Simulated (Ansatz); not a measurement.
Li3Al3⁻. The state is a doublet with charge -1. Geometry PBE-D4/def2-SVP, that of the neutral singlet; atoms count from 1.

```tsv
atom	x (Å)	y (Å)	z (Å)
Li1	-0.955	-1.141	-1.130
Li2	1.692	0.913	-2.145
Li3	-1.558	0.557	1.578
Al4	-0.064	-1.653	1.975
Al5	1.202	-0.298	0.273
Al6	-0.317	1.622	-0.551
```

The charge -1 doublet is spin-contaminated (final ⟨S²⟩ up to 1.03, 0.75 for a pure state). The highest occupied level of the charge -1 doublet lies above zero (up to 0.00 eV). By energy differences its removal costs 0.99 eV (vertical, to the charge 0 singlet, at PBE0-D4/def2-TZVPD); a positive level beside a positive removal energy at the same level points to self-interaction error. The structure comes from a short search, and lower isomers may exist.

(1) Estimate the Mulliken populations from the PBE0/def2-TZVPD orbitals of Ansatz.

(2) Where does the spin sit?

(3) And the Mayer bond orders between bonded heavy atoms (over 0.3)?

Results:

(1) 
```json
{"atom": "Li1", "charge (e)": "0.42", "spin (α − β)": "0.06"}
{"atom": "Li2", "charge (e)": "0.24", "spin (α − β)": "0.16"}
{"atom": "Li3", "charge (e)": "0.30", "spin (α − β)": "0.31"}
{"atom": "Al4", "charge (e)": "-0.50", "spin (α − β)": "0.09"}
{"atom": "Al5", "charge (e)": "-0.46", "spin (α − β)": "0.08"}
{"atom": "Al6", "charge (e)": "-0.99", "spin (α − β)": "0.31"}
```
Mulliken values and Mayer orders depend strongly on the basis. With diffuse functions, as here, like atoms can get unlike values, and bond orders can come out too low or too high.

(2) Summed by element: Li 0.52, Al 0.48, of 1 unpaired in all. Largest on single atoms: Al6 0.31, Li3 0.31, Li2 0.16.

(3) Li1–Al6 0.31 (2.89 Å); Li2–Al5 0.48 (2.75 Å); Li2–Al6 0.53 (2.66 Å); Li3–Al4 0.37 (2.70 Å); Li3–Al6 0.47 (2.68 Å); Al4–Al5 0.90 (2.52 Å); Al5–Al6 0.96 (2.58 Å). Values over 0.3 also appear between atoms too far apart for a bond (Al4–Al6 0.65 at 4.14 Å); they arise where an orbital or an unpaired electron spreads over both atoms.
